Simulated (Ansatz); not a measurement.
Reaction (ligand exchange at the Si–O bond): `O[Si](F)(F)O[SiH3]` + `N[AsH2]` → `[SiH3]N[AsH2]` + `O[Si](O)(F)F`

Computed with Ansatz on PBE0-D4/def2-TZVP structures; ΔE is electronic, products minus reactants. CCSD(T)/CBS adds triple-zeta CCSD(T) − MP2 to the extrapolated MP2 energy (def2 sets, frozen cores). For As outer-core shells are correlated without core-valence functions, which leaves a few kJ/mol of doubt a bond. Scalar relativity is left out up to krypton. Each species was taken in one conformer, which may not be the lowest.

`O[Si](F)(F)O[SiH3]`:

Cartesian coordinates in Å:
```
O 0.996 1.554 1.561
Si -0.185 0.574 1.068
F -0.484 -0.542 2.146
F -1.544 1.363 0.899
O 0.257 -0.083 -0.311
Si 0.056 -1.019 -1.643
H 0.893 2.028 2.387
H 1.321 -0.989 -2.413
H -0.256 -2.409 -1.229
H -1.054 -0.477 -2.464
```

`N[AsH2]`:

```xyz
6

N     0.010    0.259   -0.922
As   -0.703   -0.508    0.608
H     0.905    0.709   -0.792
H     0.093   -0.429   -1.657
H    -0.876    0.805    1.362
H     0.571   -0.835    1.400
```

`[SiH3]N[AsH2]`:

Cartesian coordinates in Å:
```
Si 0.778 0.006 0.896
N 0.345 0.402 -0.720
As -1.268 0.018 -1.530
H -0.098 0.665 1.906
H 2.184 0.438 1.122
H 0.655 -1.462 1.098
H 0.881 1.085 -1.230
H -1.285 -1.474 -1.199
H -2.190 0.321 -0.344
```

`O[Si](O)(F)F`:

```xyz
7

O     0.366   -0.563   -1.356
Si   -0.157    0.064    0.030
O     1.059   -0.014    1.081
F    -0.640    1.562   -0.134
F    -1.436   -0.721    0.535
H    -0.272   -0.929   -1.969
H     1.079    0.602    1.813
```

| species | CCSD(T)/CBS(def2) energy (Eh) |
| --- | --- |
| `O[Si](F)(F)O[SiH3]` | -930.79534 |
| `N[AsH2]` | -2292.09958 |
| `[SiH3]N[AsH2]` | -2582.40077 |
| `O[Si](O)(F)F` | -640.47553 |

Problem. Work out ΔE.

Solution. ΔE = (-2582.40077) + (-640.47553) − (-930.79534) − (-2292.09958) = 0.01862 Eh = +48.9 kJ/mol.

Largest T1 diagnostic among the species: 0.011.

Leaving LDA and LC-ωPBE aside and taking each functional with its dispersion term where it has one, the values, not all of them listed here, spread over 14.9 kJ/mol, from revPBE-D4 to BHLYP-D4. LDA lies −6.4 kJ/mol from PBE without D4. At CCSD(T), def2-SVP lies −4.9 kJ/mol from the extrapolated value and def2-TZVPP +0.3 kJ/mol. In def2-TZVPP, CCSD(T) changes the Hartree–Fock value by −16.1 kJ/mol (the triples alone add −2.5 kJ/mol) and MP2 by −18.6 kJ/mol.
